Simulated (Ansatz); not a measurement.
H₁₂Si₆, SMILES `[SiH2]1[SiH2][SiH2][SiH2][SiH2][SiH2]1`. Charge 0, multiplicity 1. All single points use the PBE0-D4/def2-TZVP geometry.

```xyz
18

Si   -1.677   -0.988   -0.915
Si   -1.920    1.248   -0.250
Si    0.073    2.030    0.707
Si    1.859    1.006   -0.399
Si    1.920   -1.247    0.250
Si   -0.255   -2.048    0.607
H    -3.006   -1.656   -1.010
H    -1.041   -1.026   -2.263
H    -3.030    1.350    0.738
H    -2.265    2.091   -1.428
H     0.141    3.517    0.639
H     0.112    1.628    2.142
H     3.161    1.671   -0.113
H     1.611    1.080   -1.867
H     2.719   -1.377    1.502
H     2.578   -2.062   -0.810
H    -0.684   -1.685    1.987
H    -0.296   -3.532    0.483
```

Problem. What is the dipole moment at B3LYP/def2-TZVPP? (Best estimate.)

Solution. Computed: 0.00 D, zero by symmetry or nearly so.

Problem. Give the Mulliken charges with B3LYP, PBE, ωB97M-V in def2-TZVPP. (Estimate.)

Solution. Ansatz gave: 
```tsv
atom	B3LYP	PBE	ωB97M-V
Si1	0.10	0.07	0.00
Si2	0.12	0.09	0.03
Si3	0.10	0.07	0.00
Si4	0.10	0.07	0.00
Si5	0.12	0.09	0.03
Si6	0.10	0.07	0.00
H7	-0.06	-0.05	-0.01
H8	-0.05	-0.03	0.00
H9	-0.06	-0.04	-0.01
H10	-0.06	-0.04	-0.01
H11	-0.06	-0.05	-0.01
H12	-0.05	-0.03	0.00
H13	-0.06	-0.05	-0.01
H14	-0.05	-0.03	0.00
H15	-0.06	-0.04	-0.01
H16	-0.06	-0.04	-0.01
H17	-0.05	-0.03	0.00
H18	-0.06	-0.05	-0.01
```

B3LYP here is the variant with VWN-RPA as its local correlation; programs differ in this.
